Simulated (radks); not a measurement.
Species: Tc III. Configuration: [Kr] 4d5. Method: Dirac Kohn-Sham, HCTH/407, spin-unpolarised, spherical densities, finite nucleus; open shells fill j = l - 1/2 first; Fermi nuclear charge, rms radius 4.4112 fm; computed with a radial shooting solver on a logarithmic mesh with Libxc functionals.

Spin-orbit splittings of the eigenvalues, e(l+1/2) - e(l-1/2), with zeta = 2 splitting/(2l+1) and mean radii in bohr:

shell  occ.  splitting (eV)  zeta (eV)  <r> j=l-1/2  <r> j=l+1/2
2p        6           118.3      78.85       0.1271       0.1317
3p        6           19.84      13.23       0.4084       0.4190
3d       10           3.830      1.532       0.3958       0.3992
4p        6           2.954      1.969        1.148        1.177
4d        5          0.3143     0.1257        1.595        1.611
